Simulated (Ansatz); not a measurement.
Ansatz (a program for electronic structure) input:

Ansatz 0.2 input:
```yaml
crystal:
  periodic: [false, false, false]
  atoms:
    - {symbol: Rb, position_ang: [-0.00000000, -0.00000000, -0.67636361]}
    - {symbol: F, position_ang: [0.00000000, 0.00000000, 2.78060594]}
basis:
  gaussian:
    orbitals: def2-TZVPD
hamiltonian:
  xc: {name: B2GP-PLYP}
total_charge: 1
magnetization: {spin_polarized: true, initial_magnetization: 1}
correlation: {electrons: outside_noble_gas}
```

Task: Predict the final energy.

Result: -123.51427 Eh (B2GP-PLYP/def2-TZVPD). The basis has 73 functions.
